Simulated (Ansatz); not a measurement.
Single points on the cluster As2S.

```yaml
crystal:
  periodic: [false, false, false]
  atoms:
    - {symbol: As, position_ang: [-0.828339, 0.954687, 0.241452]}
    - {symbol: As, position_ang: [1.219760, 0.157143, 0.387276]}
    - {symbol: S, position_ang: [-0.391421, -1.111830, -0.628728]}
basis:
  gaussian: {orbitals: def2-TZVP, initial_orbitals: start.molden}
hamiltonian: {xc: r2scan, dispersion: d4}
scf: {omitted_lower_state_checks: [starts]}
output: {orbitals: {seedname: orbitals}}
```

The file start.molden holds the orbitals of an earlier run on this structure, at another level or in another basis.

```sh
$ ansatz run in.yaml --threads 4 --pin off --events-out ev --progress --plain --max-ram 3916MiB
```

Output, abridged:

```
Functional definition: r2SCAN
  name "r2SCAN"
  cite "Furness, Kaplan, Ning, Perdew & Sun, J. Phys. Chem. Lett. 11, 8208 (2020) doi:10.1021/acs.jpclett.0c02405"
  cite "Furness, Kaplan, Ning, Perdew & Sun, J. Phys. Chem. Lett. 11, 9248 (2020) doi:10.1021/acs.jpclett.0c03077"
  parent r2scan
  parameter k0 = 0.174
  parameter k1 = 0.065
  parameter a1 = 4.9479
  exchange = r2scan_x(k0 = k0, k1 = k1, a1 = a1)
  correlation = r2scan_c
these checks for a lower state are left out or cut short: starts
1007 factors; their error is unknown
mean field evaluation 1: about -132517.6187 eV, gradient 9.7e0 eV
mean field evaluation 2: about -132517.6688 eV, gradient 7.8e-2 eV
mean field evaluation 4: about -132517.6561 eV, gradient 5.5e-5 eV
mean field evaluation 8: about -132517.6561 eV, gradient 1.1e-5 eV
mean field -132517.65609819 eV, -4869.9340379149 hartree, gradient 1.1e-5 eV, S^2 0.000000; 0 other end points of the search recorded, 0 dependent functions left out
reference -132517.65610550 eV, -4869.9340381836 hartree; 41, 41 occupied and 92, 92 virtual orbitals, 1007 factors
Total energy: -132517.68027076 eV, -4869.9349262405 hartree
Checks for a lower state left out: starts
```

It took 3.8 s on 4 threads of Arm Neoverse N1 on a shared host.

As the first input, with `hamiltonian: {xc: pbe, dispersion: d4}`, `output: {forces: true, orbitals: {seedname: orbitals}}` (abridged; 1.7 s):

```
Functional definition: PBE
mean field -132496.30951397 eV, -4869.1495654143 hartree, gradient 2.0e-5 eV, S^2 0.000000
Total energy: -132496.44315833 eV, -4869.1544767540 hartree
Atom 0 force    -0.617542     0.483680     0.071619 eV/Å
Atom 1 force     0.758007    -0.063893     0.163890 eV/Å
Atom 2 force    -0.140464    -0.419787    -0.235508 eV/Å
Dipole moment:     0.106015     0.305656     0.172437 e Å
Checks for a lower state left out: starts
```

As the first input, with `gaussian: {orbitals: STO-3G}`, `hamiltonian: {xc: hf}` (abridged; 0.25 s):

```
Functional definition: HF
mean field -130934.02177624 eV, -4811.7365500093 hartree, gradient 1.3e-5 eV, S^2 0.000000
Total energy: -130934.02177624 eV, -4811.7365500093 hartree
Checks for a lower state left out: starts
```

First input, but with `gaussian: {orbitals: 6-31G}`, `hamiltonian: {xc: {name: B3LYP}, dispersion: d4}` (abridged; 1.1 s):

```
Functional definition: B3LYP
mean field evaluation 16: about -132499.6598 eV, gradient 9.3e-6 eV
mean field -132499.65983441 eV, -4869.2726874194 hartree, gradient 1.1e-5 eV, S^2 0.000000
Total energy: -132499.88539759 eV, -4869.2809767135 hartree
Checks for a lower state left out: starts
```

As the first input, with `gaussian: {orbitals: 6-31G}`, `hamiltonian: {xc: hf}` (abridged; 0.7 s):

```
Functional definition: HF
mean field -132387.41412663 eV, -4865.1477337414 hartree, gradient 2.3e-5 eV, S^2 0.000000
Total energy: -132387.41412663 eV, -4865.1477337414 hartree
Checks for a lower state left out: starts
```

Geometry: PBE0-D4/def2-TZVP.

The 6-31G sets use Cartesian d functions. B3LYP takes the VWN-RPA correlation. At r2SCAN-D4/def2-TZVP the restricted singlet is unstable: a solution with broken spin symmetry lies lower. The restricted singlet is unstable towards broken spin symmetry in Hartree–Fock (as tested in another run); at HF/STO-3G, HF/6-31G this wasn't settled. The restricted singlet is unstable towards broken spin symmetry at other levels; at B3LYP-D4/6-31G this wasn't settled. The geometry of the singlet was relaxed on an unsound state (restricted singlet, unstable towards broken spin symmetry). The structure comes from a short search, and lower isomers may exist.
